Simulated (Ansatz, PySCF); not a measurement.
Breaking the H–H spacing in H8 chain (multiplicity 1 held). Energies count from the point at 0.900 Å.
Geometry at that point (charge 0, multiplicity 1):
```
atom   x (Å)   y (Å)   z (Å)
----  ------  ------  ------
H     0.0000  0.0000  0.0000
H     0.0000  0.0000  0.9000
H     0.0000  0.0000  1.8000
H     0.0000  0.0000  2.7000
H     0.0000  0.0000  3.6000
H     0.0000  0.0000  4.5000
H     0.0000  0.0000  5.4000
H     0.0000  0.0000  6.3000
```

Unrestricted levels (U-) break spin symmetry where that is lower. Active spaces are followed from rest. Levels need not reach the same state.

Rows in 3-21G, 6-31G* carry no dispersion term and start afresh at each structure (6-31G* with six Cartesian d functions).

Programs: Ansatz (Gaussian basis) for Hartree–Fock, density functionals and correlated methods; PySCF for 3-21G rows, 6-31G* rows. Each number belongs to the level named beside it.

Energies in kJ/mol.

| R (Å) | R-HF/3-21G | R-MP2/6-31G* | U-CCSD(T)/cc-pVTZ | CASSCF(8,8)/cc-pVTZ | FIC-MRCISD+Q on CASSCF(8,8)/cc-pVTZ |
|---|---|---|---|---|---|
| 0.700 | 532 | 530 | 519 | 563 | 519 |
| 0.800 | 131 | 135 | 133 | 155 | 132 |
| 0.900 | 0 | 0 | 0 | 0 | 0 |
| 1.100 | 123 | 101 | 102 | 49 | 93 |
| 1.300 | 443 | 389 | 384 | 270 | 359 |
| 1.500 | 810 | 710 | 674 | 510 | 644 |
| 1.800 | 1352 | 1151 | 1008 | 793 | 985 |
| 2.100 | 1833 | 1497 | 1205 | 959 | 1193 |
| 2.500 | 2354 | 1784 | 1320 | 1057 | 1316 |
| 3.000 | 2824 | 1879 | 1361 | 1092 | 1361 |
| 3.600 | 3174 | 1703 | 1370 | 1100 | 1371 |

Doubts at one or more of the structures used: a restricted determinant that unrestricted orbitals would lower (R-HF/3-21G, R-MP2/6-31G*); a spin-contaminated determinant (U-CCSD(T)/cc-pVTZ); T1 above 0.05 (U-CCSD(T)/cc-pVTZ); the program's own flag: large difference (U-CCSD(T)/cc-pVTZ).

Ansatz is a quantum-chemistry and plane-wave program.
